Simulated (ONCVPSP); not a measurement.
# Before and after: ONCV potential for gold (Au)

Au (Z = 79), optimised norm-conserving Vanderbilt (ONCV), made with ONCVPSP 4.0.1 (LDA (Perdew-Zunger), scalar-relativistic). Core [Kr] 4d10 4f14, reference 5s2 5p6 5d10 6s1. Waves: 5s+6s: rc 1.55 bohr, ncon 4, nbas 8, qcut 8.8 1/bohr, 2 projectors; 5p: rc 1.20 bohr, ncon 4, nbas 8, qcut 7.5 1/bohr, 1 projector; 5d: rc 1.75 bohr, ncon 5, nbas 9, qcut 10.8 1/bohr, 1 projector. Local part: polynomial inside 0.90 bohr (lpopt 5, dvloc0 -1 Ha). Core correction: Teter function, fcfact 5, rcfact 1.45.

All-electron outer shells of the reference configuration (LDA (Perdew-Zunger), scalar-relativistic, ld1.x):

```json
{"shell": "5s", "level (eV)": "-108.78", "outermost node (bohr)": "0.48", "outermost maximum (bohr)": "0.84"}
{"shell": "4f", "level (eV)": "-81.59", "outermost node (bohr)": "–", "outermost maximum (bohr)": "0.37"}
{"shell": "5p", "level (eV)": "-60.06", "outermost node (bohr)": "0.52", "outermost maximum (bohr)": "0.96"}
{"shell": "5d", "level (eV)": "-7.12", "outermost node (bohr)": "0.56", "outermost maximum (bohr)": "1.21"}
{"shell": "6s", "level (eV)": "-6.09", "outermost node (bohr)": "1.11", "outermost maximum (bohr)": "2.32"}
```

Change: local potential polynomial inside 0.90 bohr (lpopt 5, dvloc0 3 Ha).

Cutoffs: the cutoffs (Ha) at which the residual kinetic energy of the hardest occupied pseudo-wave falls to 1 and 0.1 mHa per electron; they do not see the model core or the augmentation charge, which bear on the density cutoff. Errors are all-electron minus pseudo energies relative to the spin-unpolarised reference configuration.

**Question.** Predict the effect on cutoff, ghosts and configuration errors.

**Answer.** The potential gets neither clearly harder nor softer (80 Ha and 140 Ha → 80 Ha and 140 Ha); the bound ghost in s disappears; the lowest positive-energy flag moves from p at 41.5 eV to s at 14.8 eV; of the 4 tests that both files solve, the error grows in 2 and shrinks in 1 by more than 15 % and 0.3 meV (median size 4.7 → 5.7 meV); the range in which the s phases agree narrows (upper end at the end of the scan → 0.5). In the separable form a ghost depends on how the local part lies against the semilocal potential of the channel, so the choice of the local part can create or remove one.

| quantity | base | changed |
| --- | --- | --- |
| cutoff, loose | 80 Ha | 80 Ha |
| cutoff, tight | 140 Ha | 140 Ha |
| bound ghosts | s | none |
| GHOST(+) flags under 300 eV | p at 41.5 eV | s at 14.8 eV |
| error for 5s2 5p6 5d10 6s0, meV [ΔE 9.77 eV] | -4.9 | -5.2 |
| error for 5s2 5p6 5d9 6s0, meV [ΔE 31.28 eV] | -4.5 | -5.3 |
| error for 5s2 5p6 5d8 6s0, meV [ΔE 65.44 eV] | -3.8 | -6.1 |
| error for 5s2 5p6 5d9 6s1 6p1, meV [ΔE 7.52 eV] | +280 | +151 |
| s: phases at 1.58 bohr within 0.05 rad from the reference energy up to (Ha; the scan ends near 5) | to the end of the scan | 0.5 |
| p: phases at 1.22 bohr within 0.05 rad from the reference energy up to (Ha; the scan ends near 5) | 0.3 | 1.0 |
| d: phases at 1.78 bohr within 0.05 rad from the reference energy up to (Ha; the scan ends near 5) | 2.4 | 2.5 |
| rms error of d²Exc/dni dnj with the model core, mHa | 0.60 | 0.59 |

 A true bound ghost makes a file unfit for plane-wave use even where its test errors are small: the radial tests pick states by their node count and pass the ghost by.
